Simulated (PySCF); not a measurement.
# Frontier orbitals and the lowest excitations

Species: C2H10OSi3.
Geometry (GFN2-xTB, Å), atoms numbered from 1 in this order:
```xyz
16
C2H10OSi3 angstrom
C     -1.6168   -1.8270   -0.8634
C     -0.5622   -1.2473    0.0381
O     -0.0987   -1.8673    0.9730
Si     0.0780    0.5346   -0.2915
Si     2.3322    0.3244   -0.8144
Si    -0.5096    1.7875    1.5752
H     -1.2435   -1.8293   -1.8855
H     -1.8832   -2.8382   -0.5629
H     -2.4960   -1.1865   -0.8319
H     -0.6954    0.9678   -1.4788
H      2.8832    1.6369   -1.1672
H      3.1131   -0.1809    0.3138
H      2.5942   -0.5610   -1.9540
H      0.1758    1.3271    2.7819
H     -1.9478    1.7786    1.8626
H     -0.1308    3.1895    1.3708
```

Method: PySCF, TDDFT CAM-B3LYP/def2-SVPD, vertical, gas phase, core orbitals frozen in the response.

Kohn–Sham orbitals with the atoms that hold most of them (Löwdin shares over 4%, at most four atoms; ? is withheld):

```
orbital  ε (eV)                               atoms
 LUMO+2    0.84  Si4 20%, Si6 15%, Si5 15%, H10 10%
 LUMO+1    0.36  Si4 22%, Si5 22%, Si6 22%, H13 10%
   LUMO   -0.16      C2 33%, O3 28%, Si4 11%, C1 7%
   HOMO   -8.27                                   ?
 HOMO-1   -9.67                                   ?
 HOMO-2  -10.36  Si4 29%, H10 17%, Si6 13%, Si5 13%
 HOMO-3  -11.32  Si5 28%, H11 19%, Si6 14%, H12 11%
```

Problem. Give the leading atoms of the HOMO.

Solution. O3 (bonded to C) 49%; C2 (bonded to C, O and Si) 18%; Si4 (bonded to C, 2 Si and H) 13%; C1 (bonded to C and 3 H) 10%. By element: oxygen 49%, carbon 29%, silicon 13% or more.

Problem. Give the leading atoms of the HOMO-1.

Solution. Si4 (bonded to C, 2 Si and H) 30%; Si5 (bonded to Si and 3 H) 21%; Si6 (bonded to Si and 3 H) 21%; H15 (bonded to Si) 5%. By element: silicon 72%, hydrogen 5% or more.

Problem. How does S1 compare with the orbital gap of 8.11 eV?

Solution. S1 is at 3.53 eV (f = 0.0023), 4.59 eV below the gap, made of HOMO→LUMO (92%). Without the coupling terms of the response equations the lowest excitation would equal the gap.

Problem. Give energy, strength and leading configuration of S1 and S2, and follow the Löwdin shares of the leading atoms from the occupied to the empty orbital.

Solution. 
- S1 (3.53 eV, f 0.0023), HOMO→LUMO (92%): O3 49% → 28%, C2 18% → 33%
- S2 (5.79 eV, f 0.0064), HOMO→LUMO+1 (86%): O3 49% → at most 10%, C2 18% → at most 10%, Si4 13% → 22%, Si5 at most 10% → 22%

Löwdin shares depend on the basis, the more so with diffuse functions.

One conformer stands for the species.
